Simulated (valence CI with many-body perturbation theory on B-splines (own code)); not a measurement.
**Nd LIV: what the settings do**

Computed by valence CI with perturbative core correlation (CI+MBPT): five valence electrons over a frozen Dirac-Fock core [He], a basis of 6 s, 6 p, 5 d, 3 f, 1 g functions for each j, with the one-electron correlation potential Σ1 (screened to all orders), the two-electron term Σ2, the three-electron term Σ3, Breit, model QED; selected single and double excitations, second order for the rest, scaled by the run's own slope (own B-spline code, finite nucleus).

No measured spectrum was set against this ion. As an estimate, large intervals hold to a few tenths of a per cent, small ones and those within an open d or f shell to about a per cent. Among the levels kept, up to 2500 cm⁻¹ of a level comes from second order outside the variational space, and about a tenth of that is noise between levels of different J, which matters for small intervals.

The reference run has the lowest level (2s^2 2p1/2^2 2p3/2) J=3/2 and an ionisation energy of 10555.6 eV. Its largest variational space holds 10000 state functions.

Levels are named by their leading jj configuration (3d3/2^4 stands for four electrons in 3d with j = 3/2), which in mixed levels can hold well under half, so a name can repeat and another be missing. Letters in brackets count levels of one name in rising energy.

Changed runs:
A. cutoff of virtual states (hartree) 7200 → 22440
B. Breit term on → off; QED terms on → off
C. averaging of valence orbitals over low configurations on → off; scale of Σ1 1 → 0; scale of Σ2 1 → 0; three-electron term on → off
D. correlating orbitals by l 3 3 3 2 1 → 0 0 0 0 0 (bad on purpose)

Excitation energies of the reference run in cm⁻¹, and shifts in cm⁻¹:

```
                       Level  Reference        A        B       C       D
  (2s^2 2p1/2 2p3/2^2) J=3/2    4233240      +85   +55148    -753   -1812
  (2s^2 2p1/2 2p3/2^2) J=5/2    4406340      +86   +97038    -801     +51
  (2s^2 2p1/2 2p3/2^2) J=1/2    4705160      +87   +44989    -963     -72
  (2s 2p1/2^2 2p3/2^2) J=5/2    6272750     +161   +85056   +3893    +446
  (2s 2p1/2^2 2p3/2^2) J=1/2    6913970     +163   +43816   +4602   +5024
  (2s 2p1/2^2 2p3/2^2) J=3/2    6926260     +163   +71777   +6292   +6426
        (2s^2 2p3/2^3) J=3/2    8949320     +173  +116239   -1841   -1505
(2s 2p1/2 2p3/2^3) J=3/2 [a]   10682200     +245  +118034   +2774    -818
    (2s 2p1/2 2p3/2^3) J=5/2   10970300     +247  +159328   +3378   +2542
    (2s 2p1/2 2p3/2^3) J=1/2   11329100     +249  +116991   +5358   +4495
(2s 2p1/2 2p3/2^3) J=3/2 [b]   11413300     +248  +141363   +5302   +6292
     (2p1/2^2 2p3/2^3) J=3/2   13665600     +319  +130309  +10998  +13633
      Ionisation energy (eV)    10555.6  +0.0093     +8.2   -0.21    -1.2
```
